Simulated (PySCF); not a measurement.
CH3Si, SMILES C=[SiH], doublet, CAM-B3LYP/def2-SVP optimised geometry.

```
5

C      0.95    -0.18     0.00
Si    -0.76    -0.18     0.00
H      1.55    -1.09     0.00
H      1.50     0.76     0.00
H     -1.55     1.09     0.00
```

Density from unrestricted CAM-B3LYP/def2-TZVP (PySCF) at that geometry.

Minimum of the electron density along straight lines between bonded atoms, close to the bond critical point (lines longer than 1.1 times the sum of covalent radii, or with two minima, are not listed):

```json
[
 {"bond": "C1–Si2", "length / Å": "1.705", "ρ at the minimum / e bohr⁻³": "?", "∇²ρ there / e bohr⁻⁵": "?", "position (fraction from the first atom)": "0.60"},
 {"bond": "C1–H3", "length / Å": "1.092", "ρ at the minimum / e bohr⁻³": "0.274", "∇²ρ there / e bohr⁻⁵": "-0.94", "position (fraction from the first atom)": "0.65"},
 {"bond": "C1–H4", "length / Å": "1.096", "ρ at the minimum / e bohr⁻³": "0.269", "∇²ρ there / e bohr⁻⁵": "-0.91", "position (fraction from the first atom)": "0.65"},
 {"bond": "Si2–H5", "length / Å": "1.499", "ρ at the minimum / e bohr⁻³": "0.118", "∇²ρ there / e bohr⁻⁵": "?", "position (fraction from the first atom)": "0.49"}
]
```

Q: What belongs in the gaps?

A: 
- C1–Si2, ρ at the minimum / e bohr⁻³: 0.150
- C1–Si2, ∇²ρ there / e bohr⁻⁵: 0.48
- Si2–H5, ∇²ρ there / e bohr⁻⁵: 0.11
